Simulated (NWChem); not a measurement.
Everything below was run with NWChem. System: AgF, charge 0, spin multiplicity 1, at a geometry optimised with PBE0/def2-SVP with def2 effective core potentials on Ag. The structure started from a generated list of species. Level: B3LYP/def2-QZVP with def2 effective core potentials on Ag, VWN1-RPA local correlation.

The NWChem input:

```
start mol
memory heap 200 mb stack 900 mb global 1100 mb
geometry units angstroms nocenter noautoz
  Ag     0.000000     0.000000    -0.317217
  F      0.000000     0.000000     1.656577
  symmetry group C2v
end
basis spherical
  * library def2-qzvp
end
ecp
  Ag library def2-ecp
end
dft
  xc b3lyp
  semidirect memsize 60000000 filesize 0
  iterations 100
end
task dft energy
```

Part of the output:

```
             Northwest Computational Chemistry Package (NWChem) 7.3.0
             --------------------------------------------------------

                                NWChem Input Module
                                -------------------

 Scaling coordinates for geometry "geometry" by  1.889725989
 (inverse scale =  0.529177249)

 Turning off AUTOSYM since
 SYMMETRY directive was detected!

                             Geometry "geometry" -> ""
                             -------------------------

 Output coordinates in angstroms (scale by  1.889725989 to convert to a.u.)

  No.       Tag          Charge          X              Y              Z
 ---- ---------------- ---------- -------------- -------------- --------------
    1 Ag                  47.0000     0.00000000     0.00000000    -0.31721700
    2 F                    9.0000     0.00000000     0.00000000     1.65657700

 Effective nuclear repulsion energy (a.u.)     113.4069595545

            Nuclear Dipole moment (a.u.)
            ----------------------------
        X                 Y               Z
 ---------------- ---------------- ----------------
     0.0000000000     0.0000000000    -0.0000113384

      Symmetry information
      --------------------

 Group name             C2v
 Group number             16
 Group order               4
 No. of unique centers     2

      Symmetry unique atoms

     1    2


 Summary of "ao basis" -> "" (spherical)
 ------------------------------------------------------------------------------
       Tag                 Description            Shells   Functions and Types
 ---------------- ------------------------------  ------  ---------------------
 *                         def2-qzvp                  on all atoms

                                 NWChem DFT Module
                                 -----------------

 Summary of "ao basis" -> "ao basis" (spherical)
 ------------------------------------------------------------------------------
       Tag                 Description            Shells   Functions and Types
 ---------------- ------------------------------  ------  ---------------------
[...]
              MO Center=  5.4D-15, -8.0D-15,  5.5D-01, r^2= 1.9D+00
   Bfn.  Coefficient  Atom+Function         Bfn.  Coefficient  Atom+Function
  ----- ------------  ---------------      ----- ------------  ---------------
    25      0.328910  1 Ag d  0              82      0.251720  2 F  pz
    30      0.238777  1 Ag d  0               5     -0.224729  1 Ag s
    85      0.223060  2 F  pz                88      0.219216  2 F  pz
     3      0.198524  1 Ag s                 35      0.163724  1 Ag d  0
    91      0.144251  2 F  pz                 6     -0.138510  1 Ag s

 Vector   15  Occ=0.000000D+00  E=-1.334908D-01  Symmetry=a1
              MO Center= -1.1D-15,  3.9D-14, -9.1D-01, r^2= 3.5D+00
   Bfn.  Coefficient  Atom+Function         Bfn.  Coefficient  Atom+Function
  ----- ------------  ---------------      ----- ------------  ---------------
     6      0.474281  1 Ag s                  7      0.340925  1 Ag s
     3     -0.286060  1 Ag s                  5      0.256577  1 Ag s
    19     -0.249146  1 Ag pz                 4     -0.209194  1 Ag s
     2      0.145877  1 Ag s                 16     -0.141020  1 Ag pz
    82      0.122799  2 F  pz                10      0.115338  1 Ag pz

 Vector   16  Occ=0.000000D+00  E=-1.379233D-02  Symmetry=b2
              MO Center=  2.2D-15, -3.1D-14, -4.6D-01, r^2= 9.4D+00
   Bfn.  Coefficient  Atom+Function         Bfn.  Coefficient  Atom+Function
  ----- ------------  ---------------      ----- ------------  ---------------
    21      0.568639  1 Ag py                18      0.468733  1 Ag py
    15      0.171542  1 Ag py                 9     -0.136285  1 Ag py
    90     -0.091190  2 F  py                39     -0.077896  1 Ag d -1
    12     -0.077143  1 Ag py                81     -0.064247  2 F  py
    84     -0.063659  2 F  py                24      0.044124  1 Ag d -1

 Vector   17  Occ=0.000000D+00  E=-1.379233D-02  Symmetry=b1
              MO Center= -4.8D-15, -1.4D-15, -4.6D-01, r^2= 9.4D+00
   Bfn.  Coefficient  Atom+Function         Bfn.  Coefficient  Atom+Function
  ----- ------------  ---------------      ----- ------------  ---------------
    20      0.568639  1 Ag px                17      0.468733  1 Ag px
    14      0.171542  1 Ag px                 8     -0.136285  1 Ag px
    89     -0.091190  2 F  px                41      0.077896  1 Ag d  1
    11     -0.077143  1 Ag px                80     -0.064247  2 F  px
    83     -0.063659  2 F  px                26     -0.044124  1 Ag d  1

 center of mass
 --------------
 x =   0.00000000 y =   0.00000000 z =  -0.03661974

 moments of inertia (a.u.)
 ------------------
         224.428993828606           0.000000000000           0.000000000000
           0.000000000000         224.428993828606           0.000000000000
           0.000000000000           0.000000000000           0.000000000000

     Multipole analysis of the density
     ---------------------------------

     L   x y z        total         alpha         beta         nuclear
     -   - - -        -----         -----         ----         -------
     0   0 0 0      0.000000    -14.000000    -14.000000     28.000000

     1   1 0 0     -0.000000     -0.000000     -0.000000      0.000000
     1   0 1 0     -0.000000     -0.000000     -0.000000      0.000000
     1   0 0 1     -2.165910     -9.475294     -9.475294     16.784679

     2   2 0 0    -17.122665     -8.561333     -8.561333      0.000000
     2   1 1 0     -0.000000     -0.000000     -0.000000      0.000000
     2   1 0 1      0.000000      0.000000      0.000000      0.000000
     2   0 2 0    -17.122665     -8.561333     -8.561333      0.000000
     2   0 1 1      0.000000      0.000000      0.000000      0.000000
     2   0 0 2    -21.155140    -58.090817    -58.090817     95.026493

 Task  times  cpu:        3.7s     wall:        3.7s

 Total times  cpu:        3.7s     wall:        3.7s
```
